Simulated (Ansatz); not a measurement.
Mulliken charges of C3H2F4, SMILES `FC(F)=CC(F)F` from ωB97M-V/def2-TZVPP in Ansatz (PBE0-D4/def2-TZVP geometry).

```csv
atom,x (Å),y (Å),z (Å),charge (e)
F1,1.037,-1.515,0.949,-0.153
C2,0.153,-1.354,-0.005,0.387
F3,-0.178,-2.513,-0.510,-0.144
C4,-0.336,-0.196,-0.405,-0.200
C5,0.075,1.090,0.201,0.284
F6,-1.010,1.734,0.711,-0.191
F7,0.597,1.910,-0.751,-0.191
H8,-1.063,-0.184,-1.205,0.128
H9,0.813,0.982,0.999,0.081
```

Task: By hand: the dipole of these point charges (1 e Å = 4.8032 D).

Result: Σ q r = (0.023, -0.222, -0.001) e Å, of length 0.223 e Å = 1.07 D.

Task: How does the dipole of the full density compare? (Best estimate.)

Result: Ansatz gave: (0.049, -0.267, 0.022) e Å, 1.31 D; the point charges give 0.82 times that, at 7° from its direction.

Point charges leave out the atoms' own dipoles, such as those of lone pairs, and Mulliken's split depends on the basis, so the two needn't agree.
